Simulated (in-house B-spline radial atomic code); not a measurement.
Ionising the rhenium ion Re²⁺ with different functionals

Computed with an all-electron radial atomic-structure program (B-spline basis): scalar-relativistic (spin-free X2C) Hamiltonian, Fermi nucleus of rms radius 5.3698 fm, spin-polarised at highest spin, spherical fractional occupations for the functionals, the average over the highest-spin determinants for Hartree-Fock. The ionisation energy is the difference of two self-consistent energies, [Xe] 4f14 5d5 → [Xe] 4f14 5d4, without Breit or QED terms; ε is the level of the shell that loses the electron (its least bound occupied spin orbital). There is no spin-orbit coupling in this Hamiltonian.

Hybrids are left out here: with spherical fractional occupations of an open shell their exact exchange keeps a self-interaction that integer-occupation calculations don't have.

| method | rung | ΔSCF (eV) | -ε(5d) (eV) |
| --- | --- | --- | --- |
| Hartree-Fock | Hartree-Fock | 27.38 | 28.25 |
| LDA VWN5 | LDA | 28.52 | 22.81 |
| LDA PW92 | LDA | 28.52 | 22.80 |
| LDA exchange-only | LDA | 27.47 | 21.83 |
| PBE | GGA | 28.37 | 22.66 |
| PBEsol | GGA | 28.39 | 22.68 |
| BLYP | GGA | ? | ? |
| RPBE | GGA | 28.32 | 22.60 |
| PW91 | GGA | 28.44 | 22.72 |
| BP86 | GGA | 28.42 | 22.71 |
| AM05 | GGA | 28.37 | 22.66 |
| OLYP | GGA | 28.32 | 22.56 |
| TPSS | meta-GGA | 28.31 | 22.60 |
| SCAN | meta-GGA | 28.60 | 22.90 |
| r2SCAN | meta-GGA | 28.65 | 22.95 |
| revTPSS | meta-GGA | ? | ? |

What does BLYP give?

ΔSCF 28.06 eV, and -ε(5d) = 22.33 eV.

What does revTPSS give?

ΔSCF 28.31 eV, and -ε(5d) = 22.59 eV.

How do they compare with the NIST value?

NIST lists 27 eV ± 1.6 (tabulated theory, ground level to ground level). Errors run from +0.38 to +1.65 eV; all lie within about twice that uncertainty, so the table can't rank the methods. Hartree-Fock also lacks correlation.
